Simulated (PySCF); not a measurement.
[OsNF4]- (charge -1 and singlet state).
SMILES: `[N]#[Os-]([F])([F])([F])[F]`

The calculation used PySCF 2.14.0, PBE0-D3(BJ)/def2-SVP geometry optimisation, gas phase, def2 core potentials past Kr.

Take the most abundant isotopes and a rigid rotor. 

**Question.** What are A, B and C (cm⁻¹)?

**Answer.** Ia = 189.31, Ib = 189.32, Ic = 255.32 u·Å²; 505379 MHz·u·Å²/I gives 2670, 2669 and 1979 MHz, that is A = 0.08905, B = 0.08904, C = 0.06602 cm⁻¹.

**Question.** Classify the top.

**Answer.** An oblate symmetric top, as the point group C4v requires two equal moments; Ray's κ = 0.999.

**Question.** What does the inertial defect say?

**Answer.** Not planar: Δ = Ic − Ia − Ib = -123.31 u·Å². For a rigid frame Δ = −2 Σ m c², so Σ m c² = 61.65 u·Å² lies off the ab plane. The atom farthest from that plane is 1.70 Å away.

**Question.** Give the other two planar moments, Paa and Pbb, and the rms extents of the mass along the axes.

**Answer.** Paa = Σ m a² = (Ib + Ic − Ia)/2 = 127.67 and Pbb = Σ m b² = (Ia + Ic − Ib)/2 = 127.65 u·Å². With the mass M = 281.96 u, the rms extents √(P/M) along a, b and c are 0.67, 0.67, 0.47 Å.

**Question.** Where do the R-branch lines fall?

**Answer.** The dipole of 0.73 D (about the centre of mass, as the species is charged) lies along the symmetry axis, so ΔK = 0 and J+1 ← J falls at 2B(J+1) for every K: 5.34 GHz, 10.68 GHz, 16.02 GHz, 21.36 GHz, 26.69 GHz for J = 0 to 4.

**Question.** Estimate the classical rotational partition function at 10 K, 50 K and 100 K.

**Answer.** Point group C4v, symmetry number σ = 4; q = (√π/σ)·√((kT/h)³/(ABC)), k/h = 20836.6 MHz/K: 355 at 10 K, 3970 at 50 K, 11200 at 100 K.

No frequency check. Zero-point vibration and centrifugal distortion are left out.

Hardware: an Arm Neoverse V2 with one thread, no GPU, on a shared host. Cost: 28 s wall. These figures are those of the optimisation.
